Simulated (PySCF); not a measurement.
# Electron correlation in Mo(2+) (molybdenum, charge +2)

[Kr] 4d3 5s1, high-spin 5F determinant (an excited configuration). Computed with PySCF 2.14 in def2-TZVPPD with the def2 core potential (28 electrons) (6s4p3d2f1g, 56 functions), with a scalar-relativistic core potential. Frozen: nothing; 12 electrons correlated.

| level | correlation energy (mhartree) |
| --- | --- |
| CCSD | -297.90 |
| (T) | -6.68 |
| CCSD(T) | -304.58 |

Diagnostics: T1 = 0.0061, D1 = 0.0232, largest double amplitude 0.028.

Problem. Is a single reference adequate?

Solution. Yes, within this model without spin-orbit coupling: T1 lies below 0.03 and no double amplitude reaches 0.07.

The basis has no tight functions for the innermost shells, so their pair energies are far from complete.

This basis was not built for core-valence correlation, so the inner-shell part is incomplete.
